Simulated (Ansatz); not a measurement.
System: sum formula CrOH (charge 0, sextet). The spin state was set by rule; other spins were not relaxed. 
Coordinates optimised at B3LYP-D3(BJ)/def2-TZVP (Ansatz, an electronic-structure program):
```
O
H 1 0.9627
Cr 1 1.8307 2 120.08
```
Charge 0, spin multiplicity 6.

Total electronic energies in hartree. Cores are frozen in the correlated levels unless marked. Open shells are spin-unrestricted. Spin-orbit coupling is left out. Frozen are the shells of the preceding noble gas and the d and f shells that filled before the atom's block. Non-relativistic. Basis-set limits of correlation are two-point, X^-3; Hartree-Fock from the larger set.

The T1 diagnostic of CCSD in the largest basis is 0.074, which is high, so the coupled-cluster rows are less sure than usual.

```tsv
level	program	energy (Eh)
B3LYP-D3(BJ)/def2-TZVPD	Ansatz + dftd3	___
PBE0-D4/def2-TZVP	Ansatz + dftd4	-1120.03665
LC-wPBE-D4/def2-TZVPD	Ansatz + dftd4	___
RPA@PBE/def2-QZVPP	Ansatz	-1119.46170
SCS-MP2/6-31G*	Ansatz	-1118.89840
CCSD/def2-TZVPPD	Ansatz	-1119.19580
CCSD(T)/def2-SVP	Ansatz	-1118.86376
CCSD(T)/def2-QZVPPD	Ansatz	-1119.26095
CCSD(T)/CBS(def2-TZVPPD,def2-QZVPPD)	Ansatz	-1119.2798
```

Problem. Fill in the missing entries.

Solution. 
- B3LYP-D3(BJ)/def2-TZVPD, energy (Eh): -1120.35408
- LC-wPBE-D4/def2-TZVPD, energy (Eh): -1120.09880
